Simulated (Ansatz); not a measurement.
`CSB(F)F` + `C[O][Al]([OH])[SiH3]` → `CSB(F)[SiH3]` + `C[O][Al]([OH])[F]`  (redistribution)

Calculated with Ansatz (gas phase, PBE0-D4/def2-TZVP geometries, no zero-point term in ΔE). CCSD(T)/CBS is the MP2 limit (def2-TZVPP, def2-QZVPP) plus CCSD(T) − MP2 in def2-TZVPP, frozen cores. This one scheme is used for every species. DFT in def2-TZVPP. Each species was taken in one conformer, which may not be the lowest.

| level | ΔE (kJ/mol) |
| --- | --- |
| PBE0 | 2.3 |
| CCSD/def2-TZVPP | -7.4 |

Task: What does CCSD(T)/CBS give? (Best estimate.)

Result: The calculation gave: -13.6 kJ/mol. The listed levels differ from it by 15.9, 6.2 kJ/mol.

Largest T1 diagnostic among the species: 0.014.

The D4 term adds −4.4 kJ/mol with B3LYP and −2.2 kJ/mol with PBE0; it sums over pairs of atoms, weighted by their polarisabilities, and B3LYP, whose exchange is more repulsive, gets the larger term. In def2-TZVPP, CCSD(T) changes the Hartree–Fock value by −9.7 kJ/mol (the triples alone add −0.9 kJ/mol) and MP2 by −16.7 kJ/mol.

B3LYP here is the variant with VWN-RPA as its local correlation; programs differ in this.
